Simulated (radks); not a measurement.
La11+, 46 electrons, occupied as [Kr] 4d10.

All-electron calculation, scalar-relativistic Kohn-Sham, LB94 model potential, spin-polarised, spherical densities, finite nucleus; Fermi nuclear charge, rms radius 4.855 fm. Program: a radial shooting solver on a logarithmic mesh with Libxc functionals.

Energy parts (hartree):
kinetic: 8972.4928
electron-nucleus: -20213.0635
Hartree: 2977.1885
(The LB94 potential has no energy functional, so no total or exchange-correlation energy is given.)

Orbitals (lengths in bohr, moments of r in powers of bohr; r(max) is where P^2 peaks):
| orbital | occ. | eigenvalue (hartree) | r(max) | <r> | <r^2> |
|---|---|---|---|---|---|
| 1s | 2 | -1436.820 | 0.01607 | 0.02503 | 0.0008511 |
| 2s | 2 | -234.8254 | 0.09084 | 0.1072 | 0.01356 |
| 2p | 6 | -211.3782 | 0.07301 | 0.09399 | 0.01078 |
| 3s | 2 | -55.63187 | 0.2604 | 0.2846 | 0.09244 |
| 3p | 6 | -48.11710 | 0.2548 | 0.2823 | 0.09228 |
| 3d | 10 | -37.28564 | 0.2097 | 0.2588 | 0.07890 |
| 4s | 2 | -16.18125 | 0.6058 | 0.6508 | 0.4775 |
| 4p | 6 | -13.73357 | 0.6327 | 0.6875 | 0.5363 |
| 4d | 10 | -10.17692 | 0.6669 | 0.7491 | 0.6463 |

The highest occupied level is 4d at -276.93 eV. The electron density at the nucleus is 3.645e+05 e/bohr^3 (large components only). For comparison, the ionisation energy in NIST's Atomic Spectra Database is 275 eV (theoretical). In exact Kohn-Sham theory the highest level is minus the ionisation energy, but local and semilocal functionals leave it too shallow, through self-interaction and a potential that decays too fast; potentials with the right tail come closer. The density falls to 0.001 e/bohr^3 at r = 1.97 bohr. Summed over all electrons, <r^2> = 12.26 bohr^2, which gives a Langevin (diamagnetic) susceptibility term of -9.71 x 10^-6 cm^3/mol.
